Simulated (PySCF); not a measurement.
Isomers of C5H8F2, one GFN2-xTB conformer each. Single-point energies are computed at PBE0/pcSseg-1 (PySCF, gas phase, no added dispersion term), electronic only.

| SMILES | GFN2-xTB relative energy (kcal/mol) |
| --- | --- |
| C=CCCC(F)F | 5.3 |
| CC(C)=CC(F)F | 0.0 |
| CC(C)C=C(F)F | 0.3 |
| C/C=C\CC(F)F | 3.4 |
| CCC1[C@@H](F)[C@@H]1F | 4.3 |

Conformers: `[CH2:1]=[CH:2][CH2:3][CH2:4][CH:5]([F:6])[F:7]` with C1–C2–C3–C4 121°, C2–C3–C4–C5 -66°, C3–C4–C5–F6 174°; `[CH3:1][C:2]([CH3:3])=[CH:4][CH:5]([F:6])[F:7]` with C2–C4–C5–F6 -168°; `[CH3:1][CH:2]([CH3:3])[CH:4]=[C:5]([F:6])[F:7]` with C1–C2–C4–C5 119°; `[CH3:1]/[CH:2]=[CH:3]\[CH2:4][CH:5]([F:6])[F:7]` with C2–C3–C4–C5 -115°, C3–C4–C5–F6 176°; `[CH3:1][CH2:2][CH:3]1[C@@H:4]([F:5])[C@@H:6]1[F:7]` with C1–C2–C3–C4 84°.

Problem. What does PBE0/pcSseg-1 give for the same structures?

Solution. 
```
               SMILES  PBE0/pcSseg-1 E (Eh)  PBE0/pcSseg-1 (kcal/mol)  GFN2-xTB (kcal/mol)  point group
         C/C=C\CC(F)F            -394.55076                       0.0                  3.4           C1
         CC(C)=CC(F)F            -394.54999                       0.5                  0.0           C1
           C=CCCC(F)F            -394.54742                       2.1                  5.3           C1
         CC(C)C=C(F)F            -394.54498                       3.6                  0.3           Cs
CCC1[C@@H](F)[C@@H]1F            -394.52462                      16.4                  4.3           C1
```

GFN2-xTB puts CC(C)=CC(F)F lowest instead; measured from each level's own lowest isomer, the values differ by up to 12.1 kcal/mol (CCC1[C@@H](F)[C@@H]1F: 4.3 against 16.4). As drawn, the lowest has two fluorines on one carbon and a C=C bond outside aromatic rings, which the highest lacks; the highest has a three-membered ring, which the lowest lacks. Neighbours under 2.5 kcal/mol apart (C/C=C\CC(F)F and CC(C)=CC(F)F; CC(C)=CC(F)F and C=CCCC(F)F; C=CCCC(F)F and CC(C)C=C(F)F) can change places with a better method, another conformer or zero-point energy.

Problem. Which frontier levels, dipoles and rotational constants go with these structures?

Solution. 
| SMILES | HOMO (eV, PBE0/pcSseg-1) | LUMO (eV) | dipole (D) | A, B, C (MHz) |
| --- | --- | --- | --- | --- |
| C/C=C\CC(F)F | -7.47 | 0.29 | 2.59 | 5569, 1266, 1107 |
| CC(C)=CC(F)F | -7.51 | -0.21 | 3.06 | 4869, 1510, 1286 |
| C=CCCC(F)F | -7.79 | 0.08 | 2.26 | 4597, 1435, 1359 |
| CC(C)C=C(F)F | -7.32 | 0.81 | 1.73 | 4744, 1354, 1349 |
| CCC1[C@@H](F)[C@@H]1F | -7.98 | 1.14 | 1.42 | 3976, 1797, 1377 |

Problem. As an exercise, what shares would exp(−E/RT) give at 298.15 K from these electronic energies alone (no entropy, no degeneracies)?

Solution. RT = 0.592 kcal/mol: C/C=C\CC(F)F 67.9 %, CC(C)=CC(F)F 30.0 %, C=CCCC(F)F 2.0 %, CC(C)C=C(F)F 0.1 %, CCC1[C@@H](F)[C@@H]1F under 0.1 %.
